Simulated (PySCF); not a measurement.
How methods differ on the interval between two levels of Pb³⁺

Pb³⁺ [Xe] 4f14 5d10 6s1 [2S1/2, M_J = 1/2] → Pb³⁺ [Xe] 4f14 5d9 6s1 6p1 [4F9/2, M_J = 9/2], as a difference of total energies. Computed with PySCF 2.14 in x2c-SVPall-2c with one added diffuse shell each of s, p type (8s12p7d2f, 93 functions), with the two-component X2C-1e Hamiltonian. Correlated levels: [Kr] 4d10 4f14 frozen; the 22 highest virtual spinors dropped. "Screened" scales the spin-orbit matrix elements by Boettger's factors to mimic the two-electron term; Breit and QED terms are absent.

```
                    method  interval between two levels (cm⁻¹)
           GHF (spin-free)                              187550
          GMP2 (spin-free)                              192530
 GHF (screened spin-orbit)                              185520
GMP2 (screened spin-orbit)                              189990
```

The labels give the starting determinants; with spin-orbit coupling the two ends relaxed to ⟨J²⟩ = 0.75, ⟨L²⟩ = 0.19, ⟨S²⟩ = 0.94 and ⟨J²⟩ = 24.76, ⟨L²⟩ = 12.18, ⟨S²⟩ = 3.93.
